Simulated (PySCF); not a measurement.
## Exercise with solution: chemical shift, span and skew from a shielding tensor

C₃H₇NOSi, SMILES O1C=CCN[SiH2]1. Atoms are numbered in the order given.

```xyz
13

C      1.3223    -0.9742    -0.2877
C      1.5604     0.2461     0.2179
O      0.6251     1.1719     0.5700
Si    -0.9804     0.9503     0.0927
N     -1.1289    -0.7559    -0.0719
C     -0.0282    -1.6000    -0.5253
H      2.1920    -1.5869    -0.5375
H      2.5818     0.6023     0.3860
H     -1.1613     1.7574    -1.1503
H     -1.9048     1.4592     1.1388
H     -2.0295    -1.2192    -0.0381
H     -0.1173    -1.8671    -1.6013
H     -0.0606    -2.5644     0.0182
```
Charge 0, spin multiplicity 1.

The structure is a stationary point at B3LYP-D3(BJ)/def2-SVP. This is a generated structure with no PubChem entry under its InChIKey; it may be hypothetical. Other conformers were not sampled.

GIAO shieldings from HF/pcSseg-1 (PySCF), non-relativistic, no solvent. The symmetric part of the tensor of Si4 has the principal values 396.6, 435.0, 456.8 ppm. The same nucleus in TMS has σ = 393.8 ppm at this level (PySCF, at its B3LYP-D3(BJ)/def2-TZVP geometry).

Task: Work out the isotropic shielding, the ²⁹Si shift against TMS, the span and the skew.

Result: 
σ(iso) = (σ11 + σ22 + σ33)/3 = 429.5 ppm. δ = σ(ref) − σ(iso) = 393.8 − (429.5) = -35.7 ppm.
Span Ω = σ33 − σ11 = 60.2 ppm. Skew κ = 3(σ(iso) − σ22)/Ω = -0.28. Tumbling in solution averages the tensor to δ; in a static solid the shielding alone would spread this spin-1/2 line over Ω.
